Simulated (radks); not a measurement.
Species: Li+. Configuration: [He] (the NIST ground configuration). Method: scalar-relativistic Kohn-Sham, BLYP, spin-polarised, spherical densities, finite nucleus; Fermi nuclear charge, rms radius 2.444 fm; computed with a radial shooting solver on a logarithmic mesh with Libxc functionals.

Normalised radial functions P(r) = r R(r), r in bohr:

r            1s
0.02691  0.2327
0.02892  0.2485
0.03133  0.2672
0.03394  0.2872
0.03677  0.3085
0.03983  0.3311
0.0428   0.3526
0.04637  0.3779
0.05023  0.4046
0.05441  0.4328
0.05848  0.4595
0.06335  0.4905
0.06862  0.5230
0.07434  0.5569
0.08053  0.5922
0.08654  0.6250
0.09375  0.6626
0.1016   0.7012
0.11     0.7407
0.1182   0.7768
0.1281   0.8173
0.1387   0.8579
0.1503   0.8982
0.1628   0.9378
0.175    0.9726
0.1895   1.0097
0.2053   1.0447
0.2224   1.0771
0.239    1.1034
0.259    1.1290
0.2805   1.1502
0.3039   1.1662
0.3292   1.1765
0.3538   1.1804
0.3832   1.1783
0.4151   1.1690
0.4497   1.1522
0.4833   1.1305
0.5236   1.0990
0.5672   1.0599
0.6144   1.0135
0.6656   0.9603
0.7153   0.9071
0.7748   0.8431
0.8394   0.7748
0.9093   0.7036
0.9771   0.6380
1.059    0.5649
1.147    0.4929
1.242    0.4233
1.346    0.3574
1.446    0.3023
1.567    0.2463
1.697    0.1965
1.838    0.1533
1.976    0.1199
2.14     0.0889
2.318    0.0639

1s: eigenvalue -60.719 eV, 0 radial nodes, <r> = 0.579 bohr, 90 % of the charge inside 1.05 bohr.
